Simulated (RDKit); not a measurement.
Job for RDKit: UFF on C2HNO2 (a complex).

```python
from rdkit import Chem
from rdkit.Chem import AllChem, rdDetermineBonds

blocks = [
'''3

O    -1.16938969   -0.74682711   -0.35087163
C    -0.20303124   -0.12951649   -0.19348631
O     0.76828343    0.49074969   -0.04811055
''',
'''3

C     0.60170557    0.43741125    3.08901584
N    -0.36523691   -0.17752207    3.11510102
H     1.50155223    1.00943705    3.05390375
''',
]
mol = None
for b in blocks:
    f = Chem.MolFromXYZBlock(b)
    rdDetermineBonds.DetermineBonds(f, charge=0)
    mol = f if mol is None else Chem.CombineMols(mol, f)
Chem.SanitizeMol(mol)
print(Chem.MolToSmiles(Chem.RemoveHs(mol)))
ff = AllChem.UFFGetMoleculeForceField(mol, vdwThresh=100.0, ignoreInterfragInteractions=False)
e = ff.CalcEnergy()
print(f'UFF energy {e:.6f} kcal/mol')
```

Program output:

```
C#N.O=C=O
UFF energy 9.383859 kcal/mol
```

The run finished.

Cost: very roughly 0.03 core-seconds.
